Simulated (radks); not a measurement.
The nuclear charge of the iron ion Fe+ is varied continuously with 25 electrons held in [Ar] 3d6 4s1. Method: scalar-relativistic Kohn-Sham, SCAN, spin-unpolarised, spherical densities, finite nucleus; meta-GGA in the generalised Kohn-Sham scheme; Fermi nuclear charge, rms radius 3.7377 fm; computed with a radial shooting solver on a logarithmic mesh with Libxc functionals. By the Hellmann-Feynman theorem dE/dZ = E(electron-nucleus)/Z, the electronic potential at the nucleus (averaged over a nucleus of fixed radius). The scalar-relativistic energy here is not variational (the density holds large components alone), so the two differ by a part that grows with Z.

Z,E (hartree),E(electron-nucleus)/Z (hartree),HOMO,e(HOMO) (eV),<r> HOMO (bohr)
25.5,-1214.77712,-113.749,4s,-7.898,2.977
25.6,-1226.19090,-114.345,4s,-8.736,2.920
25.7,-1237.66381,-114.940,4s,-9.603,2.865
25.8,-1249.19744,-115.534,4s,-10.497,2.814
25.9,-1260.79005,-116.128,4s,-11.417,2.764
26,-1272.44148,-116.722,4s,-12.363,2.717
26.1,-1284.15290,-117.315,4s,-13.335,2.672
26.2,-1295.92457,-117.907,4s,-14.331,2.629
26.3,-1307.75499,-118.499,4s,-15.351,2.587
26.4,-1319.64441,-119.091,4s,-16.395,2.547
26.5,-1331.59373,-119.683,4s,-17.461,2.509
26.6,-1343.60108,-120.274,4s,-18.551,2.472
26.7,-1355.66955,-120.865,4s,-19.663,2.436
26.8,-1367.79621,-121.456,4s,-20.798,2.402
26.9,-1379.98143,-122.047,4s,-21.954,2.369
27,-1392.22704,-122.637,4s,-23.132,2.337

The central difference of E at Z = 26 is -116.814 hartree, to compare with the third column; the second derivative is -6 hartree.
